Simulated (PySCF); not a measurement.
Molecule: Ge(H)3(SH), SMILES [SH][GeH3] (H₄GeS). Atoms near the plane z = 1.2 Å, at the PBE0/def2-SVP optimised geometry (x, y, z in Å): Ge1 (-0.5, -0.3, 0.0), S2 (-1.3, -1.2, 1.9), H4 (-1.0, 1.1, 0.0), H5 (1.0, -0.3, 0.0), H6 (-0.7, -2.4, 1.7).

Calculation: PBE0/def2-TZVP in PySCF. The values are rescaled to run from 0 to 1.

```
|#############################|
|#############################|
|#############################|
|#############################|
|#############################|
|#############################|
|#############################|
|#############################|
|#############################|
|#############################|
|#############################|
|#############################|
|###########%%################|
|####***###%%%%%##############|
|##******##%%%%%##############|
|#****++**#%@@@%%#############|
|****++==+*%@@@@%%############|
|***+==---+%@@@@%%############|
|***+=-..:=#@@@@%%############|
|**++=:.  -*%@@@%%############|
|**++=:.  :+#@@@%%############|
|**++=-...:+#%%%%%############|
|***+=--::-+*#%%%%############|
|***++=====+*##%##############|
|#****+++++**#################|
|##*****+****#################|
|###********##################|
|#####*****###################|
|#############################|
```
Scale: ten equal steps from 0.000 (start of ' ') to 1.00 (end of '@'), in the order ' .:-=+*#%@'; x runs from -3.50 to 3.50, y from -3.50 (bottom) to 3.50 (top).

Question: Which quantity is mapped?
(A) log10 of the electron density
(B) deformation density (molecule minus spherical neutral atoms)
(C) electron localisation function
(D) an orbital amplitude

Answer: D, an orbital amplitude. In full: HOMO amplitude (bohr^(-3/2)).
